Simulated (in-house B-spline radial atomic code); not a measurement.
A calculation on Xe (an excited or competing configuration): its settings, and results tabulated from the run. Computed with a radial B-spline atomic code at the basis-set limit: Dirac-Hartree-Fock, average of the jj configuration, Fermi nucleus of rms radius 4.7859 fm.

In the input, a minus or plus after the letter marks the j = l - 1/2 or j = l + 1/2 subshell.

Command:
```bash
python run_scf.py task.json out
```
Settings (nuclear radius in fm, mass in u):
```
Z                54
configuration    1s2 2s2 2p6 3s2 3p6 3d-3 3d+6 4s2 4p6 4d10 5s2 5p6 8d+1
hamiltonian      dirac
method           hf
spin_polarised   False
nucleus          fermi
rms_radius       4.7859
atomic_mass      131.90416
speed_of_light   137.035999084
```

Output (hartree, bohr):
```
 radial grid: 94 intervals, B-splines of order 8, outer radius 245.7 bohr

 iter        energy (Eh)    residual
    1       -7414.280507    6.02e-01
    2       -7419.472447    3.32e-01
    3       -7421.425023    7.45e-02
    4       -7421.556254    2.10e-02
    5       -7421.566721    9.47e-03
    6       -7421.568681    6.39e-04
    7       -7421.568706    2.74e-04
    8       -7421.568708    2.05e-05
    9       -7421.568708    2.69e-06
   10       -7421.568708    2.67e-07

 total energy                     -7421.56871
 kinetic                            7886.3542
 electron-nucleus                 -17991.7461
 electron-electron                  2683.8232

 first-order corrections (not in the total)
   Gaunt                             6.4163
   retardation                      -0.6640
   frequency dependence             -0.0650
   self-energy                       4.3948
   Uehling                          -0.6092
   Wichmann-Kroll                    0.0144
   recoil                            0.0208

 orbital      occ     eigenvalue          <r>       <r^2>       <1/r>     <1/r^2>       r_max    small
 1s1/2      2.000     -1279.5209    0.0266515 0.000963502     58.1089     7390.51     0.01716  3.96e-02
 2s1/2      2.000      -204.7400      0.11397   0.0153813     13.6172     876.308     0.09697  8.54e-03
 2p1/2      2.000      -191.8898     0.096214   0.0113911     13.5628     279.931     0.07445  8.53e-03
 2p3/2      4.000      -180.0223        0.102   0.0126759     12.4694     211.764     0.07931  8.08e-03
 3s1/2      2.000       -44.6446     0.302848    0.104912     4.91735       180.9      0.2773  2.60e-03
 3p1/2      2.000       -39.1699     0.293348   0.0999335     4.81412     57.6735      0.2642  2.52e-03
 3p3/2      4.000       -36.9858     0.304238    0.107313     4.55536     44.3905      0.2746  2.42e-03
 3d3/2      3.000       -27.8064     0.277431   0.0913502     4.37634     24.0607       0.223  2.26e-03
 3d5/2      6.000       -27.3533     0.278129   0.0911136     4.33607     23.4061      0.2254  2.25e-03
 4s1/2      2.000        -9.2925     0.704317     0.55907     1.99197     39.6368       0.652  7.53e-04
 4p1/2      2.000        -7.2809     0.731038    0.607166     1.88674     12.3163      0.6668  6.93e-04
 4p3/2      4.000        -6.7982     0.755169     0.64774      1.8064      9.5834      0.6885  6.60e-04
 4d3/2      4.000        -3.4436     0.834957    0.812241     1.59926      4.7353      0.7263  5.45e-04
 4d5/2      6.000        -3.3827      0.84427     0.82743      1.5579     4.36858      0.7303  5.15e-04
 5s1/2      2.000        -1.4361       1.7898     3.60613     0.72663     5.81565       1.579  1.36e-04
 5p1/2      2.000        -0.8661      2.03966     4.72298    0.632818     1.60367       1.752  1.06e-04
 5p3/2      4.000        -0.8034      2.12207      5.1134     0.60458     1.24171       1.818  9.79e-05
 8d5/2      1.000        -0.0155      45.0527     2306.34   0.0352861  0.00719481       49.24  1.05e-06
```

Cost of the run: 8.8 s on 1 thread of Arm Neoverse N1 (shared host).

For the Dirac Hamiltonian the kinetic term is c α·p + (β - 1)c².
